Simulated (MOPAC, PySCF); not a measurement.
C$_{5}$H$_{4}$, SMILES `C#CC=C=C`, neutral singlet in the gas phase. 

Cartesian coordinates (Å):
SMILES: C#CC=C=C
```xyz
9

C      2.5211     0.5676     0.3487
C      1.5053     0.0211     0.0100
C      0.3284    -0.6549    -0.4093
C     -0.8879    -0.2410    -0.1482
C     -2.0960     0.1562     0.1022
H      3.4127     1.0580     0.6525
H      0.4579    -1.5704    -0.9814
H     -2.6193    -0.1591     0.9986
H     -2.6223     0.8224    -0.5730
```
Charge 0, multiplicity 1.

All levels are single points at this geometry (B3LYP-D3(BJ)/def2-TZVP); Pople sets use spherical d functions. Orbital energies aren't observables, and empty levels follow the basis.

BP86/6-31G* in PySCF gives HOMO (eV) = -5.71.

Task: Estimate the HOMO (eV) from each of these levels: ωB97X-D3(BJ)/def2-TZVP in PySCF; B3LYP/6-31G* in PySCF; M06-2X/6-31G* in PySCF; PBE/6-31G* in PySCF; SVWN5/6-31G* in PySCF; AM1 in MOPAC; PM3 in MOPAC; PM7 in MOPAC.

Result: 
```json
[
 {"level": "ωB97X-D3(BJ)/def2-TZVP in PySCF", "HOMO (eV)": "-9.31"},
 {"level": "B3LYP/6-31G* in PySCF", "HOMO (eV)": "-6.46"},
 {"level": "M06-2X/6-31G* in PySCF", "HOMO (eV)": "-7.89"},
 {"level": "PBE/6-31G* in PySCF", "HOMO (eV)": "-5.62"},
 {"level": "SVWN5/6-31G* in PySCF", "HOMO (eV)": "-5.74"},
 {"level": "AM1 in MOPAC", "HOMO (eV)": "-9.56"},
 {"level": "PM3 in MOPAC", "HOMO (eV)": "-9.57"},
 {"level": "PM7 in MOPAC", "HOMO (eV)": "-9.80"}
]
```
